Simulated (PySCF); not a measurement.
A calculated (TPSSh, PySCF 2.14, ANO-RCC-VTZP, the spin-free X2C one-electron Hamiltonian (Gaussian nucleus)) atom or ion has these occupied shells.

| shell | electrons | orbital energy (eV) | rms radius, mean of both spins (bohr) |
| --- | --- | --- | --- |
| 1s | 2 | -1533.4 | 0.139 |
| 2s | 2 | -120.28 | 0.682 |
| 2p | 6 | -80.129 | 0.677 |
| 3s | 2 | -15.233 | 2.57 |

Task: Name the element and its charge.

Result: Al+ (aluminium, charge +1), in [Ne] 3s2, closed-shell 1S.
